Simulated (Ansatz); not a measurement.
CuI, SMILES `[Cu][I]` at its PBE0-D4/def2-TZVP geometry, where that method's forces vanish. Charge 0, multiplicity 1. I: def2 effective core potential.

| atom | x (Å) | y (Å) | z (Å) |
| --- | --- | --- | --- |
| Cu1 | 0.572 | 0.371 | 0.973 |
| I2 | -0.572 | -0.371 | -0.973 |

(1) For each bond, give half the difference of the two atoms' forces along it (eV/Å; positive pushes the atoms apart) under PBE-D4, r2SCAN-D4, B3LYP-D4, ωB97M-V in def2-TZVPP. (Estimate.)

Answers

(1) The calculation gave: 
| bond | length (Å) | PBE-D4 | r2SCAN-D4 | B3LYP-D4 | ωB97M-V |
| --- | --- | --- | --- | --- | --- |
| Cu1–I2 | 2.376 | -0.06 | -0.26 | 0.18 | 0.00 |

B3LYP here is the variant with VWN-RPA as its local correlation; programs differ in this.

Program: Ansatz 0.2.0.
